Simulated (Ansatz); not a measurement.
Mulliken charges of `C1[O][AlH][S]1` from B3LYP/def2-TZVPP in Ansatz (PBE0-D4/def2-TZVP geometry).

```json
{"atom": "C1", "x (Å)": "-0.460", "y (Å)": "0.849", "z (Å)": "-0.044", "charge (e)": "0.098"}
{"atom": "O2", "x (Å)": "0.318", "y (Å)": "0.263", "z (Å)": "0.970", "charge (e)": "-0.411"}
{"atom": "Al3", "x (Å)": "0.681", "y (Å)": "-1.185", "z (Å)": "0.110", "charge (e)": "0.445"}
{"atom": "S4", "x (Å)": "-0.499", "y (Å)": "-0.350", "z (Å)": "-1.486", "charge (e)": "-0.272"}
{"atom": "H5", "x (Å)": "-0.020", "y (Å)": "1.785", "z (Å)": "-0.393", "charge (e)": "0.108"}
{"atom": "H6", "x (Å)": "-1.488", "y (Å)": "1.013", "z (Å)": "0.287", "charge (e)": "0.108"}
{"atom": "H7", "x (Å)": "1.528", "y (Å)": "-2.443", "z (Å)": "0.510", "charge (e)": "-0.077"}
```

By hand: the dipole of these point charges (1 e Å = 4.8032 D).

Σ q r = (-0.018, 0.033, -0.001) e Å, of length 0.038 e Å = 0.18 D.

How does the dipole of the full density compare? (An estimate is asked.)

Ansatz gave: (0.087, -0.112, 0.059) e Å, 0.74 D; the point charges give 0.24 times that, at 157° from its direction, so they point the opposite way.

Point charges leave out the atoms' own dipoles, such as those of lone pairs, and Mulliken's split depends on the basis, so the two needn't agree.

B3LYP here is the variant with VWN-RPA as its local correlation; programs differ in this.
